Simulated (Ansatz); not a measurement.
The same atomization along the group B, Al, Ga, In.

Gas-phase electronic energies from Ansatz, PBE0-D4/def2-TZVP geometries. CBS: MP2 limit from def2 TZ/QZ plus the TZ coupled-cluster correction, frozen cores. This one scheme is used for every species, atoms too. Functionals use def2-TZVPP. No spin–orbit coupling; open shells (•) take unrestricted orbitals. Spin–orbit coupling would lower the free atoms: a little for Al, B, C, Si; clearly for Ga; strongly for In. Elements past krypton have def2 core potentials. For Ga, In outer-core shells are correlated without core-valence functions, so the limit isn't a true one: a few kJ/mol of doubt a bond, and 10 to 20 or more in all where bonds break to atoms. Scalar relativity is left out up to krypton.

```
                                   reaction  ωB97X-V (kcal/mol)  LDA (SPW92) (kcal/mol)  CCSD(T)/CBS(def2) (kcal/mol)
          `BC[SiH3]` → B• + C• + 7 H• + Si•               806.7                   887.4                         801.7
`[AlH2][CH2][SiH3]` → Al• + C• + 7 H• + Si•               736.1                   802.1                         733.1
`[SiH3][CH2][GaH2]` → Ga• + C• + 7 H• + Si•               718.6                   789.9                         716.5
`[SiH3][CH2][InH2]` → In• + C• + 7 H• + Si•               693.7                   763.2                         690.6
```

Largest T1 diagnostic: 0.018, for Al•.

For atomizations the MP2-based limit and the directly extrapolated one differ by several kJ/mol either way, and by 10 to 25 for some Ge, Se and Sn compounds, so smaller differences from it don't rank the levels.
